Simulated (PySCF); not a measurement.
Species: C2H3ClGe.
Bonds: C1–C2 (triple), C2–Ge3, Ge3–Cl4. Hydrogens: H5 on C1; H6, H7 on Ge3.

The calculation used EOM-IP-CCSD/aug-cc-pVDZ in PySCF, restricted Hartree–Fock reference, 16 core orbitals frozen, non-relativistic, gas phase, PBE0-D3(BJ)/def2-SVP geometry.

Hartree–Fock orbital energies give these Koopmans values (eV): HOMO 11.21, HOMO-1 11.27, HOMO-2 12.22, HOMO-3 12.43, HOMO-4 14.11, HOMO-5 14.46, HOMO-6 15.50, HOMO-7 19.65.

What vertical ionisation energies does EOM-IP-CCSD give?

| leading hole (HF orbital) | Koopmans (eV) | EOM-IP-CCSD (eV) | change (eV) | one-hole share |
| --- | --- | --- | --- | --- |
| HOMO | 11.21 | 11.02 | -0.19 | 0.96 |
| HOMO-1 | 11.27 | 11.11 | -0.16 | 0.96 |
| HOMO-2 | 12.22 | 11.45 | -0.77 | 0.95 |
| HOMO-3 | 12.43 | 11.54 | -0.89 | 0.95 |
| HOMO-4 | 14.11 | 13.35 | -0.76 | 0.95 |
| HOMO-5 | 14.46 | 13.63 | -0.83 | 0.94 |
| HOMO-6 | 15.50 | 14.07 | -1.43 | 0.93 |
| HOMO-7 | 19.65 | 17.87 | -1.78 | 0.92 |

Does the order of the lines follow the orbital energies?

Yes, no two lines change places. The corrections run from -1.78 to -0.16 eV, with a mean of -0.85 eV over the 8 lines; no line lies above its Koopmans value. Koopmans values leave out both the relaxation of the orbitals and the change in correlation energy.

At what kinetic energies would He I light (21.22 eV) eject these electrons?

10.20 eV (HOMO), 10.11 eV (HOMO-1), 9.77 eV (HOMO-2), 9.68 eV (HOMO-3), 7.87 eV (HOMO-4), 7.59 eV (HOMO-5), 7.15 eV (HOMO-6), 3.35 eV (HOMO-7).

What total energy has the lowest final state, and which wavelength reaches it?

E(CCSD) + ionisation energy = -2612.87532 + 0.40514 = -2612.47018 Eh, at the geometry of the initial state. The threshold wavelength is 1239.84 eV nm/11.02 eV = 112.5 nm.

Lines less than 0.15 eV apart could change places at a higher level. One root was sought for each valence orbital with −ε under 21 eV, eight at most, so deeper holes and satellites are missing; no vibrational structure.

The run took 2.6 min of wall time on one thread of an Arm Neoverse V1, no GPU, shared host, and the process peaked at 1.9 GiB of memory.
